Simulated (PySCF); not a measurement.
F₂NbO, neutral, multiplicity 2. Atoms are numbered in the order given.

```xyz
4

Nb     0.0000     0.0000    -0.0072
O      0.0000     0.0000    -1.7066
F      0.0000    -1.7109     0.7748
F      0.0000     1.7109     0.7748
```
Charge 0, spin multiplicity 2.

Geometry: r2SCAN-D4/def2-TZVP. The geometry has at least one imaginary mode, so it is a saddle point at that level. The spin state was assumed, not searched. The def2 effective core potentials stand for the cores of Nb; spin–orbit coupling is left out.

The numbers are results of TDA-M06-2X/def2-SVPD run with PySCF, not measurements.

Vertical excitations. Isolated molecule, no solvent.

Computed lowest excited states:
| state | energy (eV) | λ (nm) | f | main pairs |
|---|---|---|---|---|
| root 1 | 0.90 | 1381 | 0.000 | α HOMO→LUMO 99 % |
| root 2 | 1.94 | 638 | 0.005 | α HOMO→LUMO+1 95 % |
| root 3 | 3.74 | 332 | 0.001 | β HOMO→LUMO 97 % |
| root 4 | 4.24 | 292 | 0.002 | α HOMO→LUMO+5 54 %, α HOMO→LUMO+6 44 % |
| root 5 | 4.40 | 281 | 0.003 | β HOMO−1→LUMO 92 % |
| root 6 | 4.49 | 276 | 0.013 | α HOMO→LUMO+4 57 %, α HOMO→LUMO+7 25 %, α HOMO→LUMO+2 13 % |
| root 7 | 4.66 | 266 | 0.002 | β HOMO−2→LUMO 93 % |
| root 8 | 5.20 | 238 | 0.000 | α HOMO−1→LUMO+1 79 %, β HOMO→LUMO+3 6 % |
| root 9 | 5.24 | 236 | 0.001 | α HOMO−2→LUMO+1 48 %, β HOMO−2→LUMO+3 29 %, β HOMO−2→LUMO+1 11 % |
| root 10 | 5.49 | 226 | 0.013 | α HOMO−1→LUMO 37 %, α HOMO−3→LUMO+1 36 %, β HOMO−1→LUMO+3 8 %, β HOMO→LUMO+2 5 % |
Unrestricted roots are not spin-pure.
